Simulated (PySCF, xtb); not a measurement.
H5Sb, SMILES [SbH5].

GFN2-xTB (xtb) at its own geometry gives an orbital gap of 5.64 eV and a dipole moment of 0.00 D.

The structure is a stationary point at r2SCAN-D4/def2-TZVP. The def2 effective core potentials stand for the cores of Sb; spin–orbit coupling is left out.

Question: What does CAM-B3LYP/def2-TZVPD (PySCF) give? (The exact figures need the calculation; the answer reports its results.)

Answer: gap 7.33 eV (levels -7.61 and -0.28 eV), dipole 0.00 D.
